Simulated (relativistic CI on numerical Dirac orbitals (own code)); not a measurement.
# Calculated levels, Ir56+

Calculated at this level of theory: Dirac-Coulomb-Breit CI, separate exchange-only KLI orbitals for each configuration, model QED (radiative potential, 1s self-energy scaled to tabulated hydrogen-like ionisation energies), unscaled Slater integrals (own radial code, finite nucleus).

Configuration list (outside the closed core [Ne]): 3s²3p⁶3d³, 3s²3p⁵3d⁴, 3s3p⁶3d⁴, 3s²3p⁶3d²4s, 3s²3p⁶3d²4p, 3s²3p⁶3d²4d, 3s²3p⁵3d³4s, 3s²3p⁶3d²4f, 3s²3p⁵3d³4p, 3s3p⁶3d³4s, 3p⁶3d⁴4p, 3p⁶3d⁵, 3p⁵3d⁶, 3p⁵3d⁵4s, 3p⁶3d⁴4s, 3p⁵3d⁴4s², 3s²3p⁶3d4s², 3s²3p⁶4s²4p, 3s²3p⁶4s²4d. Double excitations out of closed p, d and f shells are left out; levels of such configurations are missing from the list, as are those of other unlisted configurations, and high levels can miss mixing partners. These lack a partner that the ground configuration has and come out too high: 3s²3p⁵3d³4p.

The lowest level is 3s²3p⁶3d³ ⁴F3/2, with 43 % of that term; Hund's rules for 3s²3p⁶3d³ give ⁴F with J = 3/2, in agreement.

```
No.  Configuration  Term     J  E (10³ cm⁻¹)    %  Next component (%)  Landé g
  1      3s²3p⁶3d³    ⁴F   3/2           0.0   43               40 ²D    0.725
  2      3s²3p⁶3d³    ⁴F   5/2         644.0   81               17 ²D    1.051
  3      3s²3p⁶3d³    ⁴P   3/2         699.3   38               33 ⁴F    1.161
  4      3s²3p⁶3d³    ²H   9/2         728.4   47               41 ²G    1.028
  5      3s²3p⁶3d³    ²G   7/2         731.9   50               30 ⁴F    1.031
  6      3s²3p⁶3d³    ⁴P   1/2         747.0   57               43 ²P    1.794
  7      3s²3p⁶3d³    ²D   5/2         955.1   46               30 ⁴P    1.225
  8      3s²3p⁶3d³    ⁴F   7/2        1364.1   68               30 ²G    1.119
  9      3s²3p⁶3d³    ⁴F   9/2        1404.1   50               41 ²H    1.126
 10      3s²3p⁶3d³    ⁴P   3/2        1453.4   40               37 ²D    1.101
 11      3s²3p⁶3d³    ²P   1/2        1479.5   57               43 ⁴P    1.518
 12      3s²3p⁶3d³    ²H  11/2        1485.2  100                        1.078
 13      3s²3p⁶3d³    ⁴P   5/2        1490.0   40               39 ²D    1.296
 14      3s²3p⁶3d³    ²F   5/2        1570.2   44               39 ²D    1.087
 15      3s²3p⁶3d³    ²F   7/2        1571.0   78               20 ²G    1.081
 16      3s²3p⁶3d³    ²D   3/2        1755.7   80               15 ²P    0.872
 17      3s²3p⁶3d³    ²G   9/2        2125.8   49               39 ⁴F    1.160
 18      3s²3p⁶3d³    ²P   3/2        2251.7   42               41 ²D    1.140
 19      3s²3p⁶3d³    ²D   5/2        2342.7   59               22 ²F    1.163
 20     3p⁵3d⁴(3P)   ⁴P°   3/2        2437.5   20              19 ⁴D°    1.410
 21     3p⁵3d⁴(3P)   ⁴D°   5/2        3025.1   27              26 ⁶D°    1.474
 22     3p⁵3d⁴(5D)   ⁴P°   1/2        3094.3   28              23 ⁶D°    1.775
 23     3p⁵3d⁴(3P)   ²D°   3/2        3107.5   25              22 ⁴F°    1.308
 24     3p⁵3d⁴(3P)   ⁴D°   7/2        3117.7   23              22 ²F°    1.251
 25     3p⁵3d⁴(3F)   ⁴F°   9/2        3118.0   29              20 ⁴G°    1.196
 26     3p⁵3d⁴(3F)   ⁴G°  11/2        3155.2   31              28 ²H°    1.144
 27     3p⁵3d⁴(1G)   ²G°   7/2        3174.0   21              20 ²F°    1.095
 28     3p⁵3d⁴(5D)   ⁴F°   5/2        3223.9   25              21 ²D°    1.060
 29     3p⁵3d⁴(3F)   ⁴D°   3/2        3248.4   23              18 ⁴P°    1.397
 30     3p⁵3d⁴(3F)   ⁴D°   5/2        3283.7   25              18 ⁴F°    1.260
```

Energies count from the lowest computed level; ° marks odd parity. Percentages are summed over parent terms; the parents shown are those of the largest component, closed shells are left out there.

The mean weight of the leading LS term, summed over parents, in these 30 levels is 45 %, and that of the leading jj configuration (from the same eigenvectors) 98 %, so jj coupling describes them better and the LS labels are nominal.

At this charge energies of transitions that change n are usually good to better than 1 %, and those within a shell (Δn = 0) to a few per cent.

LS names give the leading component of a level, which can be under half, so a name can repeat, a term be missing and a line seem to break the LS rules.
